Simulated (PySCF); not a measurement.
Bi- (bismuth, charge -1) across methods

[Xe] 4f14 5d10 6s2 6p4, high-spin 3P determinant. Computed with PySCF 2.14 in aug-cc-pVQZ-PP with ECP60MDF (7s7p5d3f2g, 92 functions), with a scalar-relativistic core potential.

```csv
method,E (hartree),mean ε 6s β (eV),mean ε 6p α (eV),mean ε 6p β (eV),Σ⟨r²⟩ (bohr²),⟨S²⟩
PBE,-214.6713,-7.788,0.473,1.341,98.59,2.009
CAM-B3LYP,-214.6211,-10.175,-1.221,-0.253,94.96,2.007
PBE0,-214.6483,-8.746,-0.291,0.747,95.81,2.010
wB97M-V,-214.5781,-10.951,-2.038,-0.925,94.37,2.007
r2SCAN,-214.7480,-7.802,0.230,1.271,96.33,2.020
LDA,-214.3676,-8.141,0.399,1.231,97.73,2.006
B3LYP,-214.7235,-8.711,-0.065,0.784,97.35,2.008
UHF,-213.58804,-10.851,-2.371,-0.503,96.04,2.032
LC-wPBE,-214.6776,-11.307,-2.367,-1.173,91.58,2.010
```

Energies and moments cover only the electrons outside the core potential. Spin-orbit coupling is strong in this species (close to jj coupling), so the high-spin LS determinant is a model state, not a physical level. The outer electron is barely bound at this level, so radii and moments hang on the diffuse functions.

The highest occupied level is positive at PBE, PBE0, r2SCAN, LDA, B3LYP: only the finite basis holds that electron, which in a density functional comes from self-interaction.
